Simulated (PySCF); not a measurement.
Si(F)(OH)(OMe)(NH2) (CH6FNO2Si), SMILES F[Si](OC)(N)O.

Geometry: PBE0-D3(BJ)/def2-SVP. The structure was generated by enumeration, and PubChem lists no compound with its InChIKey, so it may never have been made. Other conformers were not sampled.

Calculation: CAM-B3LYP/def2-TZVP (PySCF).

Gas-phase values at a fixed geometry.

Task: Estimate the frontier levels, gap, dipole moment and polarisability. (Estimate from the structure and the level; the computed values follow.)

Result: 
```json
{
 "highest_occupied_level": "-9.50 eV",
 "lowest_empty_level": "1.44 eV",
 "orbital_gap": "10.94 eV",
 "dipole_moment": "1.73 D",
 "quadrupole, principal values (traceless, Buckingham form, about the centre of nuclear charge)": "-5.57, -2.13, 7.70 D·Å",
 "mean_static_polarisability": "47.4 bohr³ (7.03 Å³)",
 "polarisability_principal_values": "42.9, 47.8, 51.7 bohr³"
}
```
